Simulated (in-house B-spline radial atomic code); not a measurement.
The numbers below are computed, except where a source is named.
## Making a Troullier-Martins s channel for Tc, r_c = 1.36 bohr

Tc, [Kr] 4d5 5s2, non-relativistic LDA (VWN5), spherical and spin-unpolarised, from an all-electron radial atomic-structure program (B-spline basis) (atomic units). The all-electron 4s level is ε = -2.550714 hartree, its outermost node lies just inside 0.52 bohr and its outer maximum at 0.97 bohr.

Inside r_c the pseudo-orbital is u(r) = r^1 exp(p(r)), with p = c0 + c2 r² + c4 r⁴ + … + c12 r¹². The seven coefficients follow from p and its first four derivatives at r_c, from zero curvature of the screened potential at the origin, c4 = −c2²/(2l + 5), and from the norm inside r_c. At r_c the all-electron orbital has P = 0.8237947, P' = -1.077461, the screened potential V = -2.572317, V' = 4.634147, V'' = -11.21209, and the norm inside is Q = 0.7889858.

What are p, p' and p'' at r_c?

p = ln(P/r_c^1) = ln(0.8237947/1.36) = -0.50132. p' = P'/P − 1/r_c = -1.30792 − 0.73529 = -2.04322. The radial equation gives p'' = 2(V − ε) − 2(1) p'/r_c − p'² = -0.04321 − (-3.00473) − 4.17474 = -1.21322. Differentiating, p''' = 2V' + 2(1)p'/r_c² − 2(1)p''/r_c − 2p'p'' = 3.8853, and p'''' = 2V'' − 4(1)p'/r_c³ + 4(1)p''/r_c² − 2(1)p'''/r_c − 2p''² − 2p'p''' = -14.579.

For a trial c2 the five matching conditions are linear in c0, c6, c8, c10 and c12, and c2 is varied until the norm inside r_c equals Q. The root nearest zero gives:

| n | c_n |
| --- | --- |
| 0 | -0.178387 |
| 2 | 1.014609 |
| 4 | -0.2058862 |
| 6 | -1.330121 |
| 8 | 1.100431 |
| 10 | -0.3521278 |
| 12 | 0.04157992 |

Check c4 and p(r_c), and find the screened pseudopotential at the origin.

−c2²/5 = -0.205886, as listed. The terms c_n r_c^n are -0.17839, 1.87662, -0.70434, -8.41637, 12.87876, -7.62236, 1.66476, which sum to -0.50132. Inverting the radial equation, V_l(r) = ε + 1 p'/r + (p'' + p'²)/2, so V_l(0) = ε + (2l + 3) c2 = -2.550714 + 3 × (1.01461) = 0.4931 hartree, finite where the all-electron potential diverges.

Orbitals and screened potentials:

| r (bohr) | P | u | V all-electron | V pseudo |
| --- | --- | --- | --- | --- |
| 0.136 | 0.3061 | 0.1159 | -189.7 | 0.4831 |
| 0.34 | -0.6065 | 0.3184 | -44.3 | 0.1354 |
| 0.544 | 0.1546 | 0.5876 | -18.65 | -1.431 |
| 0.748 | 0.8874 | 0.897 | -9.919 | -4.16 |
| 0.952 | 1.118 | 1.086 | -5.941 | -5.626 |
| 1.156 | 1.029 | 1.026 | -3.806 | -4.199 |
| 1.36 | 0.8238 | 0.8238 | -2.572 | -2.572 |

Logarithmic derivatives P'/P at R = 1.66 bohr, for energies E around ε:

```
E − ε (hartree)  all-electron    pseudo
           -0.5      0.254155   0.24706
          -0.25     -0.455168  -0.45843
           -0.1      -1.09269  -1.09351
              0      -1.67863  -1.67863
            0.1      -2.48227    -2.484
           0.25      -4.49765  -4.52098
            0.5      -20.2901  -21.5419
```

With P(R) = 0.522862 and a norm of 0.9251735 inside R, what slope in energy does norm conservation fix?

d(P'/P)/dE = −2 × (norm inside R)/P(R)² = -6.7683 per hartree·bohr at E = ε, for both atoms, since orbital and norm agree at R. Differences over ±0.1 hartree give -6.9479 (all-electron) and -6.9524 (pseudo), which also hold third-order terms. Half a hartree below ε the two curves differ by -0.0071.
